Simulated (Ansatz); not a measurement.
`C[Si](F)(Cl)[SeH]` + NH₃ → `C[Si](N)(F)Cl` + H₂Se at 500 K and 1 bar (ligand exchange at the Si–Se bond).

Program: Ansatz. Geometries: PBE0-D4/def2-TZVP. ΔE: electronic, gas phase. CCSD(T)/CBS is the MP2 limit (def2-TZVPP, def2-QZVPP) plus CCSD(T) − MP2 in def2-TZVPP, frozen cores. This one scheme is used for every species. For Se outer-core shells are correlated without core-valence functions, which leaves a few kJ/mol of doubt a bond. Scalar relativity is left out up to krypton. One conformer a species, not always the lowest.

```json
{"species": "`C[Si](F)(Cl)[SeH]`", "CCSD(T)/CBS energy (Eh)": "-3289.98488", "H − E (kJ/mol)": "181.5", "S (J/(mol·K))": "440.1"}
{"species": "NH₃", "CCSD(T)/CBS energy (Eh)": "-56.50880", "H − E (kJ/mol)": "108.2", "S (J/(mol·K))": "211.8"}
{"species": "`C[Si](N)(F)Cl`", "CCSD(T)/CBS energy (Eh)": "-944.59780", "H − E (kJ/mol)": "227.4", "S (J/(mol·K))": "419.7"}
{"species": "H₂Se", "CCSD(T)/CBS energy (Eh)": "-2401.89790", "H − E (kJ/mol)": "53.1", "S (J/(mol·K))": "237.8"}
```

H − E and S are ideal-gas, rigid-rotor, harmonic terms from PBE0-D4/def2-TZVP, for one conformer and one mirror image of each species. 1 Eh = 2625.50 kJ/mol, R = 8.31446 J/(mol·K).

Question: By hand: ΔE, ΔH, ΔS and ΔG.

Answer: ΔE = (-944.59780) + (-2401.89790) − (-3289.98488) − (-56.50880) = -0.00202 Eh = -5.3 kJ/mol. Δ(H − E) = 227.4 + 53.1 − 181.5 − 108.2 = -9.2, so ΔH = -14.5 kJ/mol. ΔS = 419.7 + 237.8 − 440.1 − 211.8 = 5.6 J/(mol·K). ΔG = -14.5 − 500 × (5.6)/1000 = -17.3 kJ/mol.

Question: By hand: the equilibrium constant, and the temperature at which ΔG would vanish if ΔH and ΔS stayed fixed.

Answer: log₁₀ K = −ΔG/(RT ln 10) = 1.8. ΔH and −TΔS have one sign here, so there is no such temperature.

The number of gas molecules stays the same, so ΔS is small and ΔH decides. A doubt of 5 kJ/mol in ΔE shifts log₁₀ K by 0.5 here. Other conformers and mirror images would add mixing entropy, several J/(mol·K) or more a flexible species. These are equilibria of isolated gas molecules and say nothing of rates. Largest T1 diagnostic: 0.010 (customary marks: 0.02 for closed shells, 0.045 for open ones).

ΔS is within the doubt of such terms, so its sign, and with it that verdict, could turn.
